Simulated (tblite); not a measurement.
A geometry optimisation, step by step.

CH₁₃NOSi₄.
SMILES with atom numbers: `[CH3:1][NH:2][Si@H:3]([SiH3:4])[SiH2:5][O:6][SiH3:7]` (hydrogens: H8, H9, H10 on C1; H11 on N2; H12 on Si3; H13, H14, H15 on Si4; H16, H17 on Si5; H18, H19, H20 on Si7)

Computed with GFN2-xTB (tblite), gas phase: L-BFGS steps from a force-field or distance-geometry start until the largest atomic force falls under 0.01 eV/Å. 10 of its 230 geometries are shown.

Step 0: E = -618.7343 eV, largest atomic force 2.896 eV/Å
```
atom  x, y, z in Å  |  force x, y, z in eV/Å
C1     -1.796   -1.264   -1.495   -1.346  -0.058  -0.905
N2     -0.969   -1.554   -0.384    0.223  -0.370   1.827
Si3    -0.886   -0.316    0.878    0.421  -2.012  -0.260
Si4    -2.268    1.399    0.581   -1.095   0.940   0.553
Si5     1.244    0.310    1.068    0.946  -0.762  -0.888
O6      2.120   -0.499   -0.162    1.283   2.299   1.206
Si7     3.614    0.293   -0.483   -0.848  -0.955   0.002
H8     -2.164   -0.232   -1.371    0.096  -0.515  -0.541
H9     -1.255   -1.315   -2.469   -0.339  -0.251   0.574
H10    -2.721   -1.910   -1.511    0.815   0.397  -0.317
H11    -1.016   -2.531   -0.030    0.095   1.022  -0.690
H12    -1.252   -0.963    2.157   -0.104  -0.083   0.052
H13    -3.536    1.089    1.310    0.280   0.343  -0.285
H14    -1.666    2.637    1.118   -0.222  -0.127  -0.050
H15    -2.620    1.685   -0.796   -0.198   0.292  -0.236
H16     1.744   -0.094    2.384    0.322   0.150  -0.094
H17     1.336    1.780    0.945    0.255  -0.149   0.071
H18     3.304    1.470   -1.301   -0.005  -0.090   0.156
H19     4.493   -0.620   -1.227   -0.348  -0.034   0.114
H20     4.288    0.646    0.786   -0.231  -0.037  -0.292
```

Step 25: E = -619.7460 eV, largest atomic force 0.153 eV/Å
```
atom  x, y, z in Å  |  force x, y, z in eV/Å
C1     -1.903   -1.372   -1.595    0.042   0.030   0.053
N2     -1.348   -1.551   -0.272    0.041   0.010  -0.101
Si3    -0.922   -0.348    0.899    0.035  -0.103  -0.038
Si4    -2.365    1.446    0.645   -0.004   0.013   0.078
Si5     1.272    0.346    1.229   -0.064   0.058   0.061
O6      2.324   -0.131    0.071   -0.076  -0.014   0.003
Si7     3.755    0.318   -0.544   -0.024   0.045   0.019
H8     -2.257   -0.348   -1.698    0.024  -0.052  -0.036
H9     -1.167   -1.572   -2.385   -0.095   0.030   0.082
H10    -2.764   -2.040   -1.740    0.152   0.017   0.003
H11    -0.871   -2.437   -0.195   -0.049  -0.039  -0.002
H12    -1.261   -1.090    2.138   -0.009   0.020   0.055
H13    -3.666    1.276    1.310    0.081   0.039  -0.081
H14    -1.741    2.635    1.251   -0.098  -0.055  -0.068
H15    -2.674    1.804   -0.749   -0.022   0.060   0.073
H16     1.930   -0.058    2.481   -0.048  -0.028  -0.005
H17     1.306    1.821    1.240    0.031   0.013   0.032
H18     3.482    1.476   -1.389    0.043  -0.011  -0.095
H19     4.222   -0.869   -1.247   -0.038  -0.020  -0.039
H20     4.643    0.705    0.548    0.077  -0.014   0.006
```

Step 51: E = -619.8150 eV, largest atomic force 0.247 eV/Å
```
atom  x, y, z in Å  |  force x, y, z in eV/Å
C1     -1.724   -1.357   -1.598   -0.065   0.032  -0.066
N2     -1.247   -1.513   -0.249   -0.022  -0.086  -0.077
Si3    -0.921   -0.298    0.933   -0.011   0.023  -0.079
Si4    -2.417    1.438    0.628   -0.128   0.200   0.069
Si5     1.237    0.435    1.362    0.167   0.090   0.126
O6      2.244    0.170    0.105    0.023  -0.015  -0.078
Si7     3.668    0.259   -0.663   -0.045   0.011   0.037
H8     -2.204   -0.388   -1.705    0.042   0.086   0.020
H9     -0.929   -1.433   -2.350   -0.009  -0.030   0.068
H10    -2.483   -2.116   -1.811    0.061  -0.062  -0.061
H11    -0.859   -2.433   -0.107    0.055   0.030   0.019
H12    -1.343   -1.032    2.142    0.019  -0.058   0.192
H13    -3.750    1.211    1.205    0.058  -0.021  -0.031
H14    -1.896    2.624    1.333   -0.047  -0.064  -0.075
H15    -2.705    1.893   -0.742    0.059  -0.021   0.025
H16     1.929   -0.179    2.513   -0.069   0.015  -0.060
H17     1.290    1.892    1.612   -0.012  -0.095  -0.017
H18     3.555    1.356   -1.627   -0.027  -0.065   0.014
H19     3.816   -1.057   -1.289   -0.004   0.075   0.019
H20     4.734    0.541    0.302   -0.046  -0.046  -0.047
```

Step 76: E = -619.8964 eV, largest atomic force 0.083 eV/Å
```
atom  x, y, z in Å  |  force x, y, z in eV/Å
C1     -1.230   -1.189   -1.504    0.008  -0.008  -0.039
N2     -1.115   -1.419   -0.084    0.021   0.007  -0.028
Si3    -0.959   -0.160    1.104    0.018  -0.034  -0.034
Si4    -2.557    1.443    0.593   -0.026   0.014  -0.004
Si5     1.230    0.494    1.512    0.004   0.012   0.042
O6      1.988    0.528    0.062    0.024  -0.016  -0.015
Si7     3.222    0.071   -0.876   -0.022  -0.043  -0.058
H8     -1.915   -0.359   -1.665    0.015  -0.002  -0.070
H9     -0.275   -0.956   -1.991    0.019   0.040   0.065
H10    -1.640   -2.078   -1.987   -0.052  -0.007  -0.018
H11    -0.585   -2.262    0.087   -0.005  -0.017   0.070
H12    -1.373   -0.914    2.310   -0.030  -0.015   0.048
H13    -3.932    1.004    0.847   -0.015  -0.013  -0.004
H14    -2.384    2.654    1.407    0.030  -0.024  -0.013
H15    -2.570    1.907   -0.803    0.025   0.024   0.029
H16     2.013   -0.445    2.336   -0.014   0.066   0.021
H17     1.448    1.838    2.067    0.010  -0.038  -0.019
H18     3.246    1.033   -1.970   -0.059   0.053  -0.023
H19     2.924   -1.286   -1.346    0.008   0.029   0.027
H20     4.457    0.105   -0.101    0.043  -0.030   0.022
```

Step 102: E = -619.9414 eV, largest atomic force 0.052 eV/Å
```
atom  x, y, z in Å  |  force x, y, z in eV/Å
C1     -0.983   -1.159   -1.477    0.028  -0.010  -0.023
N2     -1.145   -1.422   -0.064    0.015   0.023  -0.039
Si3    -0.978   -0.180    1.141   -0.004  -0.006   0.005
Si4    -2.534    1.452    0.588   -0.012   0.005   0.034
Si5     1.198    0.508    1.599   -0.022  -0.010   0.014
O6      2.015    0.397    0.191   -0.023  -0.006  -0.020
Si7     3.034    0.006   -0.994    0.012   0.011  -0.014
H8     -1.635   -0.332   -1.761    0.022   0.006   0.034
H9      0.046   -0.892   -1.753   -0.023  -0.029   0.026
H10    -1.275   -2.036   -2.059   -0.009   0.013   0.031
H11    -0.770   -2.328    0.179    0.017   0.011  -0.017
H12    -1.438   -0.939    2.330   -0.012  -0.008  -0.002
H13    -3.926    0.992    0.657   -0.008   0.009  -0.020
H14    -2.439    2.555    1.554   -0.005   0.008  -0.036
H15    -2.404    2.068   -0.742    0.025  -0.012   0.044
H16     1.976   -0.296    2.555    0.001  -0.006   0.000
H17     1.379    1.911    1.997   -0.016   0.014  -0.001
H18     2.836    1.033   -2.013   -0.004  -0.001  -0.010
H19     2.649   -1.323   -1.475    0.001  -0.011   0.003
H20     4.391   -0.006   -0.455    0.016   0.000  -0.009
```

Step 127: E = -619.9531 eV, largest atomic force 0.032 eV/Å
```
atom  x, y, z in Å  |  force x, y, z in eV/Å
C1     -0.934   -1.155   -1.457   -0.011  -0.005  -0.006
N2     -1.154   -1.444   -0.059    0.022   0.009   0.021
Si3    -1.006   -0.230    1.177    0.000   0.016   0.003
Si4    -2.507    1.452    0.617    0.004   0.004   0.002
Si5     1.165    0.495    1.602    0.003  -0.008   0.016
O6      1.982    0.205    0.219    0.001  -0.009   0.004
Si7     2.993    0.006   -1.018   -0.005  -0.001  -0.012
H8     -1.454   -0.233   -1.711   -0.011   0.005  -0.013
H9      0.126   -1.026   -1.708    0.009  -0.018   0.003
H10    -1.340   -1.962   -2.071    0.002   0.012  -0.007
H11    -0.798   -2.360    0.174   -0.010   0.001  -0.003
H12    -1.489   -1.014    2.337    0.007   0.006   0.008
H13    -3.920    1.063    0.558   -0.006  -0.016  -0.013
H14    -2.447    2.534    1.610    0.007  -0.011  -0.016
H15    -2.235    2.093   -0.680   -0.008   0.015   0.019
H16     1.959   -0.182    2.640   -0.009   0.007  -0.012
H17     1.313    1.941    1.832    0.000  -0.011   0.010
H18     2.658    1.051   -1.983    0.009   0.001  -0.006
H19     2.715   -1.330   -1.549    0.006  -0.014   0.002
H20     4.368    0.106   -0.534   -0.010   0.015   0.000
```

Step 153: E = -619.9597 eV, largest atomic force 0.034 eV/Å
```
atom  x, y, z in Å  |  force x, y, z in eV/Å
C1     -0.899   -1.156   -1.443   -0.016   0.005  -0.010
N2     -1.168   -1.409   -0.047    0.011  -0.004   0.009
Si3    -0.999   -0.191    1.183   -0.005  -0.011  -0.002
Si4    -2.520    1.470    0.612    0.030  -0.006   0.014
Si5     1.189    0.475    1.611   -0.010  -0.001  -0.013
O6      1.980    0.133    0.225    0.016   0.002  -0.015
Si7     2.963    0.001   -1.044    0.019  -0.003   0.014
H8     -1.295   -0.176   -1.707    0.009  -0.006   0.004
H9      0.173   -1.167   -1.679   -0.022   0.008  -0.001
H10    -1.397   -1.907   -2.062    0.019   0.013   0.021
H11    -0.881   -2.344    0.205   -0.006   0.006  -0.001
H12    -1.485   -0.969    2.347   -0.006   0.009   0.009
H13    -3.890    0.998    0.390   -0.013   0.010  -0.014
H14    -2.614    2.476    1.678    0.000  -0.016   0.000
H15    -2.170    2.229   -0.598    0.000   0.000  -0.009
H16     1.962   -0.232    2.644   -0.001   0.009  -0.005
H17     1.403    1.914    1.838   -0.013  -0.021   0.007
H18     2.494    0.971   -2.034   -0.003  -0.014   0.001
H19     2.817   -1.379   -1.512   -0.001   0.012   0.002
H20     4.331    0.274   -0.610   -0.006   0.007  -0.011
```

Step 178: E = -619.9644 eV, largest atomic force 0.090 eV/Å
```
atom  x, y, z in Å  |  force x, y, z in eV/Å
C1     -0.893   -1.157   -1.414    0.010   0.027  -0.001
N2     -1.192   -1.410   -0.024   -0.010   0.019  -0.038
Si3    -1.001   -0.186    1.193    0.025   0.017  -0.003
Si4    -2.504    1.485    0.593    0.000   0.007   0.002
Si5     1.204    0.442    1.612    0.012   0.020  -0.014
O6      2.012    0.154    0.223   -0.014   0.010   0.004
Si7     2.955    0.007   -1.076   -0.015   0.024   0.085
H8     -1.235   -0.155   -1.669    0.007  -0.014   0.000
H9      0.182   -1.216   -1.636   -0.051  -0.012  -0.002
H10    -1.422   -1.870   -2.050    0.026  -0.017   0.015
H11    -0.956   -2.358    0.230    0.013  -0.002  -0.003
H12    -1.504   -0.932    2.368   -0.002  -0.010   0.024
H13    -3.826    1.012    0.164    0.033   0.015  -0.005
H14    -2.758    2.382    1.727    0.007  -0.009  -0.007
H15    -2.037    2.360   -0.495   -0.002  -0.023   0.015
H16     1.980   -0.303    2.616   -0.011   0.005   0.008
H17     1.412    1.873    1.892   -0.009  -0.038  -0.005
H18     2.337    0.837   -2.108   -0.009  -0.005  -0.046
H19     2.941   -1.417   -1.411   -0.003  -0.015  -0.028
H20     4.301    0.464   -0.738   -0.006   0.002   0.000
```

Step 204: E = -619.9712 eV, largest atomic force 0.017 eV/Å
```
atom  x, y, z in Å  |  force x, y, z in eV/Å
C1     -0.932   -1.169   -1.402    0.003  -0.006   0.000
N2     -1.203   -1.423   -0.007    0.009   0.000   0.005
Si3    -0.997   -0.202    1.213    0.005   0.001  -0.003
Si4    -2.435    1.505    0.571   -0.004   0.006  -0.002
Si5     1.207    0.418    1.631   -0.016  -0.006   0.003
O6      1.947    0.306    0.180    0.002   0.003   0.003
Si7     2.913    0.036   -1.079   -0.006  -0.004  -0.014
H8     -1.338   -0.193   -1.667    0.004  -0.004  -0.001
H9      0.140   -1.166   -1.636    0.000  -0.003   0.002
H10    -1.418   -1.925   -2.022   -0.004   0.003   0.008
H11    -0.941   -2.366    0.243    0.006  -0.005   0.001
H12    -1.515   -0.938    2.390    0.006  -0.002  -0.003
H13    -3.674    1.074   -0.086    0.002   0.013  -0.002
H14    -2.858    2.308    1.725    0.002  -0.003  -0.004
H15    -1.812    2.455   -0.363   -0.009   0.004   0.000
H16     2.026   -0.404    2.537    0.001  -0.005  -0.002
H17     1.413    1.816    2.038   -0.001   0.000   0.003
H18     2.232    0.645   -2.221   -0.007   0.005  -0.002
H19     3.028   -1.417   -1.230    0.001   0.004   0.001
H20     4.212    0.651   -0.817    0.004  -0.002   0.007
```

Step 229: E = -619.9724 eV, largest atomic force 0.009 eV/Å
```
atom  x, y, z in Å  |  force x, y, z in eV/Å
C1     -0.912   -1.195   -1.397   -0.002  -0.001  -0.002
N2     -1.192   -1.428   -0.001    0.001   0.002   0.000
Si3    -0.996   -0.192    1.206   -0.003  -0.001   0.002
Si4    -2.423    1.524    0.559    0.000  -0.006   0.002
Si5     1.207    0.411    1.640   -0.004  -0.002   0.004
O6      1.949    0.361    0.185    0.002   0.003  -0.001
Si7     2.881    0.051   -1.090    0.004   0.004  -0.002
H8     -1.296   -0.214   -1.676    0.001   0.000   0.004
H9      0.161   -1.218   -1.628   -0.004  -0.003   0.003
H10    -1.413   -1.948   -2.010    0.001   0.000   0.002
H11    -0.934   -2.368    0.264   -0.005   0.000  -0.001
H12    -1.523   -0.917    2.386    0.002  -0.002  -0.001
H13    -3.630    1.120   -0.171    0.001  -0.002  -0.005
H14    -2.905    2.270    1.728    0.000   0.004   0.001
H15    -1.771    2.521   -0.303    0.005   0.000  -0.007
H16     2.022   -0.452    2.510    0.003   0.000  -0.001
H17     1.419    1.791    2.099    0.002   0.003   0.004
H18     2.167    0.620   -2.233   -0.002   0.006  -0.001
H19     3.003   -1.405   -1.200   -0.001  -0.003  -0.005
H20     4.182    0.678   -0.874   -0.002  -0.001   0.002
```

**Question.** Summarise the path.

**Answer.** The energy falls by 28.55 kcal/mol from step 0 to step 229; nine tenths of that is first reached at step 59. It falls at every step. The largest force goes from 2.896 to 0.009 eV/Å. Among the bonds O6–Si7 changes most, from 1.721 to 1.610 Å; the atoms move by 1.119 Å rms after alignment.

What follows is the cost of the whole relaxation. Time: 3.7 s of wall time. Hardware: one thread of an Intel Xeon at 2.70 GHz, shared host with 64 logical CPUs at a one-minute load of 59.
